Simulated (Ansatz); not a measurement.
`C[CH](C)[Ge][F]` + H₂ → `C[CH](C)[GeH]` + H–F at 298.15 K and 1 bar (hydrogenolysis of a Ge–F bond).

Isolated molecules relaxed with PBE0-D4/def2-TZVP in Ansatz; ΔE leaves out vibrations. CCSD(T)/CBS is the MP2 limit (def2-TZVPP, def2-QZVPP) plus CCSD(T) − MP2 in def2-TZVPP, frozen cores. This one scheme is used for every species. For Ge outer-core shells are correlated without core-valence functions, which leaves a few kJ/mol of doubt a bond. Scalar relativity is left out up to krypton. Each species was taken in one conformer, which may not be the lowest.

```tsv
species	CCSD(T)/CBS energy (Eh)	H − E (kJ/mol)	S (J/(mol·K))
`C[CH](C)[Ge][F]`	-2294.29857	270.0	366.6
H₂	-1.17544	35.1	130.4
`C[CH](C)[GeH]`	-2195.04052	278.8	340.5
H–F	-100.39570	33.5	173.6
```

H − E and S are ideal-gas, rigid-rotor, harmonic terms from PBE0-D4/def2-TZVP, for one conformer and one mirror image of each species. The MP2-based limit puts H₂ 0.8 mEh under its directly extrapolated value; such offsets cancel only in part. 1 Eh = 2625.50 kJ/mol, R = 8.31446 J/(mol·K).

By hand: ΔE, ΔH, ΔS and ΔG.

ΔE = (-2195.04052) + (-100.39570) − (-2294.29857) − (-1.17544) = 0.03779 Eh = 99.2 kJ/mol. Δ(H − E) = 278.8 + 33.5 − 270.0 − 35.1 = 7.2, so ΔH = 106.4 kJ/mol. ΔS = 340.5 + 173.6 − 366.6 − 130.4 = 17.1 J/(mol·K). ΔG = 106.4 − 298.15 × (17.1)/1000 = 101.3 kJ/mol.

By hand: the equilibrium constant, and the temperature at which ΔG would vanish if ΔH and ΔS stayed fixed.

log₁₀ K = −ΔG/(RT ln 10) = -17.7. ΔG = 0 at ΔH/ΔS = 6222 K, far beyond where these terms or the molecules hold.

ΔH outweighs TΔS. A doubt of 5 kJ/mol in ΔE shifts log₁₀ K by 0.9 here. Other conformers and mirror images would add mixing entropy, several J/(mol·K) or more a flexible species. Modes under 60 cm⁻¹, often nearly free rotors, make the harmonic entropy too high. These are equilibria of isolated gas molecules and say nothing of rates. Largest T1 diagnostic: 0.013 (customary marks: 0.02 for closed shells, 0.045 for open ones).
